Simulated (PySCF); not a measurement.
C3H4O2Si, SMILES O=C1C=C[SiH2]O1.

The structure is a stationary point at PBE0-D3(BJ)/def2-SVP. The structure was generated by enumeration, and PubChem lists no compound with its InChIKey, so it may never have been made.

All values below come from PySCF with CAM-B3LYP/def2-TZVP.

Isolated molecule, no solvent.

```json
{
 "total_energy": "-556.71036 hartree",
 "point_group": "Cs",
 "highest_occupied_level": "-9.68 eV",
 "lowest_empty_level": "-0.80 eV",
 "orbital_gap": "8.88 eV",
 "dipole_moment": "4.59 D",
 "quadrupole, principal values (traceless, Buckingham form, about the centre of nuclear charge)": "-6.46, 1.00, 5.46 D·Å",
 "mean_static_polarisability": "60.7 bohr³ (8.99 Å³)",
 "polarisability_principal_values": "43.5, 56.9, 81.6 bohr³"
}
```
